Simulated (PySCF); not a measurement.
Compound: C5H3ClOS.
SMILES: `c1cscc1C(=O)Cl`

Torsions of this conformer, `[O:1]=[C:2]([Cl:3])[c:4]1[cH:5][cH:6][s:7][cH:8]1`: O1–C2–C4–C5 0°.

The closed-shell ground state was solved at several levels (PySCF, density fitting, gas phase, non-relativistic). One conformer (not necessarily the lowest) at the PBE0-D3(BJ)/def2-SVP geometry, without solvent, vibrations or thermal averaging.

```csv
level,basis functions,HOMO (eV),LUMO (eV),gap (eV),dipole (D)
PBE0/def2-SVP,135,-7.66,-1.89,5.77,3.34
PBE0/def2-TZVP,278,-7.67,-2.01,5.66,3.51
PBE0/aug-cc-pVDZ,219,-7.69,-2.06,5.63,3.53
PBE0/cc-pVDZ,135,-7.57,-1.83,5.74,3.43
PBE0/IGLO-III,328,-7.64,-1.99,5.65,3.54
```

Task: Estimate the row for PBE0/cc-pVTZ, a basis of 290 functions; the other rows only guide the guess.

Result: HOMO -7.65 eV, LUMO -1.97 eV, gap 5.68 eV, dipole 3.48 D.

Task: Over all these levels, which gives the widest orbital gap and which the narrowest?

Result: PBE0/def2-SVP has the widest, 5.77 eV, and PBE0/aug-cc-pVDZ the narrowest, 5.63 eV. From the narrowest to the widest the HOMO moves by +0.03 eV and the LUMO by +0.17 eV.

Task: How much does the basis alone move the frontier levels among the 6 PBE0 rows (the withheld one included)?

Result: The HOMO by 0.12 eV and the LUMO by 0.23 eV. By rising basis size (HOMO, LUMO in eV): def2-SVP -7.66, -1.89; cc-pVDZ -7.57, -1.83; aug-cc-pVDZ -7.69, -2.06; def2-TZVP -7.67, -2.01; cc-pVTZ -7.65, -1.97; IGLO-III -7.64, -1.99.

Task: How far do the dipole and the HOMO energy spread over the levels?

Result: The dipole runs from 3.34 to 3.54 D (mean 3.47 D) and the HOMO from -7.69 to -7.57 eV.
